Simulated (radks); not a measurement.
Values are calculated unless marked as measured or tabulated.
Problem. These are the eigenvalues of the occupied orbitals of an atom or ion with whole-number occupations (eV). Code: a radial shooting solver on a logarithmic mesh with Libxc functionals. Model: scalar-relativistic Kohn-Sham, HCTH/407, spin-polarised, spherical densities, point nucleus.

| orbital | eigenvalue |
|---|---|
| 1s up | -82319.00 |
| 1s down | -82294.84 |
| 2s up | -20189.33 |
| 2s down | -20140.65 |
| 2p up | -18687.63 |

Which element is it, and in what charge state? The configuration may be excited. Open shells, if any, are filled with parallel spins first.

Solution. Z = 76, osmium, charge +71: Os71+ in [He] 2s2 2p1. The list shows which subshells hold electrons but not how many an open one holds; the 1s level, -3025.2 hartree, gives Z - s = 77.8 by -(Z - s)^2/2, which with screening and relativity narrows Z to a few neighbours, and the depths of the outer levels then fix element, charge and occupations together.
